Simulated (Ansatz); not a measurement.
Species: SiH2I, charge 0, doublet. SiH2I (SMILES [SiH2]I, doublet).
B3LYP-D3(BJ)/def2-TZVP minimum from Ansatz (a program for electronic structure):
```xyz
4

Si     1.5352    -1.0689     0.0586
I     -0.4626     0.3547    -0.0178
H      1.4701    -1.9119     1.2798
H      1.5547    -1.9240    -1.1557
```
Charge 0, spin multiplicity 2.

Total energies in def2-SVP, 13 correlated electrons, 14 frozen orbitals. Open shells are spin-unrestricted; no spin-orbit coupling. Correlated methods leave the cores frozen (noble-gas shells, and filled d and f shells in the p block). Past Kr the def2 sets carry scalar-relativistic core potentials. Spin-orbit terms, left out, reach several kcal/mol for Br and I, and more for heavier atoms.

```json
[
 {"method": "HF", "program": "Ansatz", "energy (Eh)": "-586.65281", "minus CCSDTQ (mEh)": "215.42"},
 {"method": "MP2", "program": "Ansatz", "energy (Eh)": "-586.83315", "minus CCSDTQ (mEh)": "35.08"},
 {"method": "CCSD", "program": "Ansatz", "energy (Eh)": "-586.86203", "minus CCSDTQ (mEh)": "6.20"},
 {"method": "CCSD(T)", "program": "Ansatz", "energy (Eh)": "-586.86705", "minus CCSDTQ (mEh)": "1.18"},
 {"method": "CCSDT(Q)", "program": "Ansatz", "energy (Eh)": "-586.86824", "minus CCSDTQ (mEh)": "-0.01"},
 {"method": "CCSDTQ", "program": "Ansatz", "energy (Eh)": "-586.86823", "minus CCSDTQ (mEh)": "0.00"}
]
```

Rough core times of Ansatz's runs on a shared machine: CCSD(T) under 20 s, CCSDT(Q) 20 s, CCSDTQ 40 min.
